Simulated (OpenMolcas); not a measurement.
# Pd2+: moving the ligands

Pd2+ with its 6 nearest fluoride ions at 2.106 Å, on the Mg site of KMgF3 (a = 3.973 Å, distance in the model lattice 1.986 Å). The rest of the host is ab initio model potentials to 7.6 Å, with orthogonalisation functions on the cations behind the ligands, and point charges beyond; the distance is set by hand and nothing relaxes. Ligand basis ANO-RCC-VDZP.

```json
{
  "Program": "OpenMolcas",
  "Method": "CASSCF",
  "Basis": "ANO-RCC-VTZP [7s6p4d2f1g]",
  "Scalar Hamiltonian": "DKH2, point nucleus",
  "Active space": "8 electrons in 5 orbitals (4d)",
  "State averaging": "2S+1 = 3 even, 10 roots; 2S+1 = 1 even, 15 roots",
  "Spin-orbit coupling": "state interaction with AMFI integrals over the reference wave functions"
}
```

Runs around this geometry, states (labels of O, the rotations of Oh). Energies in cm-1 above the lowest state or level, χT in cm3 K/mol; 10Dq and B are least-squares fits to the states below 45000 cm-1, weighted by degeneracy, with a free offset, and given where the rms deviation is under 5 % of |10Dq| (or 100 cm-1) and under 700 cm-1.

```tsv
R (Å)	Ground state	First state of that spin	10Dq	B (rms of fit)	First gap with spin-orbit (degeneracies)	χT at 300 K	First state of another spin
1.986	3A2	3T2 18692	18496	888 (80)	13387 (3, 2)	1.279	1E 13865
2.106	3A2	3T2 13637	13650	885 (67)	12016 (3, 2)	1.397	1E 13906
2.17	3A2	3T2 11586	11631	891 (60)	10482 (3, 2)	1.472	1E 13907
```

Taking |10Dq| as R^-n, n = -ln(11631 / 18496) / ln(2.17 / 1.986) = 5.2 between the shortest and longest distance. The point-charge formula for a cubic d site gives n = 5.

Without dynamic correlation the repulsion within the d shell is too large (B by tens of per cent), so at a given field states of lower spin stand too high. Real 4d8 and 5d8 ions are as a rule square planar and diamagnetic. With metal d orbitals alone the field can be off either way by tens of per cent. Ligand-to-metal charge-transfer states are missing. With no ligand orbital active B as a rule stays too high, so bands that hang on it stand too high and its fall with covalency is understated. No measured value stands beside these numbers; the geometry was set by hand and not optimised.
